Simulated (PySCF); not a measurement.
## EPR parameters of C2H12NOSi3

C₂H₁₂NOSi₃ (doublet state).
Geometry (GFN2-xTB, Å), atoms numbered from 1 in this order:
```
atom  x, y, z in Å
C1    -1.7532    0.7320    1.0816
N2    -1.0172   -0.0342    0.1109
C3    -1.8405   -1.0184   -0.5460
Si4    0.3874    0.6104   -0.6526
Si5    1.7959    1.4549    0.9465
O6     1.0796   -0.6374   -1.4375
Si7    1.9327   -2.0093   -1.5495
H8    -1.0863    1.4273    1.5873
H9    -2.1961    0.0640    1.8267
H10   -2.5648    1.3057    0.6150
H11   -2.6659   -0.5539   -1.0994
H12   -2.2670   -1.7014    0.1949
H13   -1.2309   -1.5875   -1.2415
H14    0.0918    1.4851   -1.8070
H15    1.4361    2.8337    1.3062
H16    1.8504    0.7174    2.2165
H17    3.1840    1.5150    0.4755
H18    3.3432   -1.6466   -1.5188
H19    1.5111   -2.9476   -0.5161
```

The hyperfine couplings belong to this conformer and change with its torsions.

Identity: `CN(C)[Si@@H]([SiH3])O[SiH2]` [radical].

Computed with PySCF 2.14.0, UKS B3LYP, pcH-1 on C H N O Si, non-relativistic, mean-field spin-orbit, GIAO. Isolated species at its GFN2-xTB geometry (one conformer only). A GFN2-xTB geometry isn't a minimum of the functional, and hyperfine couplings can be far from their values at a DFT geometry, by a factor of two or more for some ions and for spin on atoms past the first row. The SCF solution wasn't tested for stability.

```json
{
  "g1, g2, g3": "2.00177, 2.00212, 2.00422",
  "g_iso": "2.00270",
  "Form of g": "close to axial: the two nearest values differ by 14 % of g3 − g1",
  "⟨S²⟩": "0.7511 (exact 0.7500)",
  "α and β electrons": "41, 40",
  "HOMO–LUMO gap, α and β orbitals": "5.18, 3.78 eV",
  "Basis functions": "325"
}
```

Isotropic coupling and dipolar principal values T1 to T3, in 10⁻⁴ cm⁻¹ (1 × 10⁻⁴ cm⁻¹ = 2.998 MHz):

| atom | isotope | a_iso | of which spin–orbit | T1 | T2 | T3 | Mulliken spin population |
| --- | --- | --- | --- | --- | --- | --- | --- |
| C1 | 13C | 0.1 | 0.0 | 0.0 | 0.0 | 0.1 | 0.00 |
| N2 | 14N | -0.1 | 0.0 | 0.0 | 0.0 | 0.0 | 0.00 |
| C3 | 13C | 0.0 | 0.0 | -0.1 | -0.1 | 0.2 | 0.00 |
| Si4 | 29Si | -5.3 | 0.0 | -1.5 | 0.7 | 0.8 | 0.00 |
| Si5 | 29Si | -1.1 | 0.0 | -0.5 | 0.2 | 0.3 | 0.01 |
| O6 | 17O | -15.6 | 0.0 | -8.0 | 3.8 | 4.2 | 0.04 |
| Si7 | 29Si | -197.4 | 0.3 | -52.6 | 26.2 | 26.4 | 0.89 |
| H8 | 1H | 0.1 | 0.0 | -0.1 | -0.1 | 0.3 | 0.00 |
| H9 | 1H | 0.0 | 0.0 | -0.1 | -0.1 | 0.2 | 0.00 |
| H10 | 1H | 0.0 | 0.0 | -0.1 | -0.1 | 0.2 | 0.00 |
| H11 | 1H | 0.0 | 0.0 | -0.2 | -0.2 | 0.4 | 0.00 |
| H12 | 1H | 0.0 | 0.0 | -0.2 | -0.2 | 0.5 | 0.00 |
| H13 | 1H | 0.0 | 0.0 | -0.7 | -0.6 | 1.3 | 0.00 |
| H14 | 1H | -0.4 | 0.0 | -0.5 | -0.4 | 0.8 | 0.00 |
| H15 | 1H | 0.1 | 0.0 | -0.2 | -0.1 | 0.3 | 0.00 |
| H16 | 1H | 0.4 | 0.0 | -0.2 | -0.2 | 0.4 | 0.00 |
| H17 | 1H | 0.0 | 0.0 | -0.3 | -0.2 | 0.5 | 0.00 |
| H18 | 1H | 29.1 | 0.0 | -2.9 | 0.2 | 2.7 | 0.03 |
| H19 | 1H | 31.2 | 0.0 | -3.0 | 0.3 | 2.7 | 0.04 |

The largest Mulliken spin population is on Si7 (+0.89). The angles at Si7 add up to 332.6°, so it is pyramidal.

Axes: g3 points within 8° of the O6–Si7 bond.

Under fast tumbling the dipolar parts average out, and these isotropic splittings remain: 2 × 1H (H18/H19, I = 1/2, 3 lines) with 3.22 mT and 1 × 1H (H14, I = 1/2, 2 lines) with 0.04 mT.

Class means assume fast exchange of nuclei equivalent by connectivity; if that motion is slow, each nucleus keeps its own coupling. C1 and C3, with what hangs on them, aren't averaged: N2 is flat or nearly so (angle sum 355°), and its turn about the short N2–Si4 bond (1.72 Å) is taken as slow.

The 29Si coupling of Si7 (-591.7 MHz) shows only in satellite lines or after enrichment, since that isotope makes up about 4.7 % of natural silicon.

The 17O coupling of O6 (-46.8 MHz) shows only in satellite lines or after enrichment, since that isotope makes up about 0.038 % of natural oxygen.
